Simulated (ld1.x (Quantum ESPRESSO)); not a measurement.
An odd input for ld1.x (Quantum ESPRESSO) 7.5 (Sc (Z = 21))

Command:

```bash
ld1.x < Sc.in > Sc.out
```

Input:

```
&input
   title='Sc', zed=21., rel=1, dft='REVPBE', iswitch=3, lsd=1,
   config='[Ar] 3d1 4s1.75 4p0.25',
   nld=3, rlderiv=2.15, eminld=-6.0, emaxld=5.0, deld=0.02
 /
 &inputp
   pseudotype=2, tm=.true., lloc=-2, rcloc=1.20,
   nlcc=.false.,
   file_pseudopw='Sc.UPF', file_wfcaegen='ae.wfc', file_wfcncgen='nc.wfc', file_beta='beta', file_chi='chi'
 /
3
3S  1  0   2.00   0.00  1.60  1.60  0.0
3P  2  1   6.00   0.00  1.45  1.45  0.0
3D  3  2   1.00   0.00  1.95  1.95  0.0
 &test
   configts(1)='3s2 3p6 3d1 4s1.75 4p0.25'
 /
```

This is an input that runs to its end, with one change: spin polarisation asked for in a generation.

Q: How does the run end?

A: The program runs through. The occupied levels of the test differ from the all-electron ones by at most 0.00957 Ry (unchanged input: 0.00957 Ry).

```
     eps = 6.2E-15  iter = 23

     Etot =   -1528.312906 Ry,    -764.156453 Ha,  -20793.756400 eV
     Etotps =   -93.463276 Ry,     -46.731638 Ha,   -1271.632652 eV

     Ekin =      34.608402 Ry,      17.304201 Ha,     470.871293 eV
     Encl =    -191.136491 Ry,     -95.568246 Ha,   -2600.544445 eV
     Ehrt =      72.953741 Ry,      36.476871 Ha,     992.586215 eV
     Ecxc =     -11.866017 Ry,      -5.933008 Ha,    -161.445385 eV
     Epseu=       1.977089 Ry,       0.988545 Ha,      26.899670 eV

     ---------------------- End of pseudopotential test ----------------------
```
